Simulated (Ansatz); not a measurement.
**How methods differ on InF (SMILES [F][In])**

InF: 2 atoms, total charge 0, spin state singlet. SMILES: `[F][In]`. Geometry: a GFN2-xTB relaxation, a rough one for these elements and not checked as a minimum.

```xyz
2

F     0.0000    0.0000    0.0000
In    0.0000    0.0000    2.0255
```

Quantity: the energy change with the F1–In2 bond stretched from 2.025 to 5.064 Å, in eV. The values are calculated.

| level | kind | program | value (eV) | less FCI/STO-3G | CPU time (all runs) |
| --- | --- | --- | --- | --- | --- |
| HF/STO-3G (restricted) | Hartree–Fock | Ansatz | 9.17 | +4.93 | 0.71 s |
| SVWN5/STO-3G (restricted) | LDA | Ansatz | 7.03 | +2.79 | 3.5 s |
| BLYP/STO-3G (restricted) | GGA | Ansatz | 6.69 | +2.45 | 6.3 s |
| r2SCAN/STO-3G (restricted) | meta-GGA | Ansatz | 6.92 | +2.68 | 21 s |
| BHLYP/STO-3G (restricted) | global hybrid | Ansatz | 8.12 | +3.88 | 3.2 s |
| wB97M-V/STO-3G (restricted) | range-separated hybrid | Ansatz | 8.53 | +4.29 | 33 s |
| MP2/STO-3G (restricted) | perturbation theory | Ansatz | 3.54 | -0.70 | 1.4 s |
| CCSDT(Q)/STO-3G (restricted) | coupled cluster or CI | Ansatz | 4.35 | +0.11 | 2.6 s |
| FCI/STO-3G | exact in the basis | Ansatz | 4.24 | 0.00 | 2.6 s |

FCI/STO-3G is exact within its basis and frozen core, so for wave-function methods in that basis the difference is their error; functionals converge differently with the basis, so for them it is only a difference. Spin-restricted single references rise too steeply as a bond breaks, Hartree–Fock most of all. Perturbation and coupled-cluster corrections on them can overshoot downwards. All-electron rows without a relativistic Hamiltonian named are non-relativistic. The first shape isn't each level's own minimum. The values span 3.54 to 9.17 eV. All rows use very small basis sets, so even the best lies far from the true value. In the correlated wave-function rows the outer d shell of In is correlated, in sets not made for it. CPU times are rough (shared hosts, several kinds of processor): they show what a rung costs within a factor of a few.
